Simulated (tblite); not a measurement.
C₂H₃O, doublet, geometry from GFN2-xTB; GFN1-xTB (tblite).

The tblite input:
```
$ tblite run mol.xyz --method gfn1 --charge 0 --spin 1 --etemp 2000 --json tblite.json --no-restart

# file mol.xyz
6

O      1.10060237     0.24623812    -0.40163761
C      0.04080672     0.35782363     0.20588499
H     -0.13643991     1.23632292     0.85189864
C     -1.01342987    -0.57729769     0.14786655
H     -1.92306138    -0.43095485     0.70132559
H     -0.90957881    -1.45842865    -0.46263256
```

The log (banner, timings and long lists left out):

```
xTB calculator
 | screened Coulomb repulsion
 | Coulomb electrostatics
 |  * isotropic Klopman-Ohno-Mataga-Nishimoto electrostatics
 |  * onsite third-order electrostatics
 | DFT-D3(BJ) dispersion correction

halogen bonding energy    0.0000000000000E+00 Eh
repulsion energy          1.1407827404223E-01 Eh
dispersion energy        -1.0695412651819E-03 Eh
number of electrons       1.7000000000000E+01 e
integral cutoff           1.9731147476801E+01 bohr

------------------------------------------------------------
  cycle        total energy    energy error   density error
------------------------------------------------------------
      1     -10.23515245638  -1.0348161E+01   6.2178492E-01
      2     -10.43723407257  -2.0208162E-01   3.6170921E-01
      3     -10.43802200547  -7.8793290E-04   1.7947567E-01
      4     -10.43232162215   5.7003833E-03   8.5720537E-02
      5     -10.44227975697  -9.9581348E-03   1.1561695E-02
      6     -10.44241392641  -1.3416944E-04   2.8400393E-03
      7     -10.44242320630  -9.2798866E-06   8.8621038E-04
      8     -10.44242388410  -6.7780173E-07   6.6449983E-04
      9     -10.44242444192  -5.5781536E-07   2.0453002E-04
     10     -10.44242449823  -5.6317445E-08   1.8998654E-05
------------------------------------------------------------

electronic energy        -1.0555433231011E+01 Eh
total energy             -1.0442424498233E+01 Eh

Post processing:
 | Mayer-Wiberg bond orders

[Info] JSON dump of results written to 'tblite.json'
```
